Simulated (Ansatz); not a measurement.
Reaction (ligand exchange at the In–C bond): `[Br][InH][CH]1C=N1` + `O[SiH3]` → `[SiH3][O][InH][Br]` + `C1=NC1`

Calculated with Ansatz (gas phase, PBE0-D4/def2-TZVP geometries, no zero-point term in ΔE). CBS: MP2 limit from def2 TZ/QZ plus the TZ coupled-cluster correction, frozen cores. DFT in def2-TZVPP. Elements past krypton have def2 core potentials. For Br, In outer-core shells are correlated without core-valence functions, which leaves a few kJ/mol of doubt a bond. Scalar relativity is left out up to krypton. One conformer a species, not always the lowest.

```json
{"level": "B97M-V", "ΔE (kJ/mol)": "-78.0"}
{"level": "CCSD/def2-TZVPP", "ΔE (kJ/mol)": "-72.7"}
```

Question: What does CCSD(T)/CBS give? (Estimate.)

Answer: The calculation gave: -72.5 kJ/mol. The listed levels differ from it by -5.5, -0.2 kJ/mol.

Largest T1 diagnostic among the species: 0.013.

From BLYP to BHLYP (50 % exact exchange), in def2-TZVPP and without D4, ΔE moves by −8.3 kJ/mol. At CCSD(T), def2-SVP lies −11.2 kJ/mol from the extrapolated value and def2-TZVPP +2.1 kJ/mol.

CCSD(T)/CBS has its own doubt, a few kJ/mol and more with outer-core shells, so smaller differences from it don't rank the levels.
